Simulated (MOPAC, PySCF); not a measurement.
H$_{3}$GaO$_{2}$S, SMILES `[OH][Ga]([OH])[SH]`, neutral singlet in the gas phase. 

Cartesian coordinates (Å):
SMILES: [OH][Ga]([OH])[SH]
```xyz
7

O     -1.3092    -1.0496     0.4339
Ga     0.0860    -0.0262    -0.0104
O      1.6497    -0.8658    -0.2493
S     -0.1948     2.1443    -0.2314
H     -1.0823    -1.9835     0.5006
H      2.3864    -0.2933    -0.4839
H     -1.5039     2.0624     0.0672
```
Charge 0, multiplicity 1.

All levels are single points at this geometry (B3LYP-D3(BJ)/def2-TZVP); Pople sets use spherical d functions. Orbital energies aren't observables, and empty levels follow the basis.

| level | HOMO (eV) | LUMO (eV) | gap (eV) | dipole (D) | vertical IE, Delta-SCF (eV) |
|---|---|---|---|---|---|
| B3LYP-D3(BJ)/def2-TZVP in PySCF | -7.62 | -1.27 | 6.35 | 0.71 | 10.13 |
| BP86/6-31G* in PySCF | -6.54 | -1.90 | 4.64 | 0.61 | – |
| M06-2X/6-31G* in PySCF | -8.96 | -0.18 | 8.77 | 0.69 | – |
| AM1 in MOPAC | -10.40 | -2.36 | 8.04 | 0.38 | – |
| PM3 in MOPAC | -10.28 | -2.77 | 7.50 | 0.10 | – |
| PM6 in MOPAC | -10.07 | -1.55 | 8.52 | 1.17 | – |
